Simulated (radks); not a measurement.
All-electron atom: Bi2+ in [Hg] 6p1. All-electron calculation, scalar-relativistic Kohn-Sham, PBE, spin-polarised, spherical densities, point nucleus; open shells are filled with parallel spins first (spin-orbit coupling, left out, can overturn this in heavy ions); hard spherical wall at 7 bohr. Program: a radial shooting solver on a logarithmic mesh with Libxc functionals.

Normalised radial functions P(r) = r R(r), r in bohr:

r	5p down	5d up
0.001465	0.0058	0.0000
0.001985	0.0095	0.0001
0.002669	0.0154	0.0002
0.003588	0.0248	0.0004
0.004824	0.0394	0.0008
0.006486	0.0620	0.0018
0.00872	0.0954	0.0038
0.01172	0.1422	0.0082
0.01589	0.2042	0.0175
0.02136	0.2706	0.0355
0.02872	0.3219	0.0684
0.03862	0.3189	0.1238
0.05192	0.2123	0.2045
0.0698	-0.0212	0.2969
0.09385	-0.3127	0.3549
0.1272	-0.4621	0.2950
0.171	-0.2361	0.0570
0.2299	0.3035	-0.2941
0.3091	0.6714	-0.5174
0.4156	0.3616	-0.3540
0.5587	-0.4856	0.1855
0.7512	-1.1444	0.7665
1.018	-1.1181	1.0204
1.369	-0.6478	0.8610
1.84	-0.2325	0.5191
2.474	-0.0489	0.2237
3.326	-0.0053	0.0639
4.472	-0.0002	0.0107
6.013	0.0000	0.0009

5p down: eigenvalue -113.34 eV, 3 radial nodes at r = 0.0683, 0.197, 0.476 bohr, <r> = 0.948 bohr, 90 % of the charge inside 1.36 bohr. 5d up: eigenvalue -44.564 eV, 2 radial nodes at r = 0.180, 0.511 bohr, <r> = 1.23 bohr, 90 % of the charge inside 1.85 bohr.
